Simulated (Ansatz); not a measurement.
`C[O][Sc]([NH2])[OH]` + `[OH][Ge][OH]` → `C[O][Sc]([OH])[OH]` + `[NH2][Ge][OH]`  (redistribution)

Isolated molecules relaxed with PBE0-D4/def2-TZVP in Ansatz; ΔE leaves out vibrations. CBS: MP2 limit from def2 TZ/QZ plus the TZ coupled-cluster correction, frozen cores. Functionals use def2-TZVPP. For Ge, Sc outer-core shells are correlated without core-valence functions, which leaves a few kJ/mol of doubt a bond. Scalar relativity is left out up to krypton. Each species was taken in one conformer, which may not be the lowest.

```tsv
species	BLYP energy (Eh)
`C[O][Sc]([NH2])[OH]`	-1007.85454
`[OH][Ge][OH]`	-2228.82606
`C[O][Sc]([OH])[OH]`	-1027.76881
`[NH2][Ge][OH]`	-2208.92540
```

Q: Work out ΔE.

A: ΔE = (-1027.76881) + (-2208.92540) − (-1007.85454) − (-2228.82606) = -0.01361 Eh = -35.7 kJ/mol. CCSD(T)/CBS gives -44.2 kJ/mol.

Largest T1 diagnostic among the species: 0.016.

From PBE to PBE0 (25 % exact exchange), in def2-TZVPP and without D4, ΔE moves by −4.4 kJ/mol. At CCSD(T), def2-SVP lies −11.9 kJ/mol from the extrapolated value and def2-TZVPP +1.2 kJ/mol. Leaving LDA and LC-ωPBE aside and taking each functional with its dispersion term where it has one, the values, not all of them listed here, spread over 9.2 kJ/mol, from PBE-QIDH to BLYP-D4. LDA lies −6.5 kJ/mol from PBE without D4.
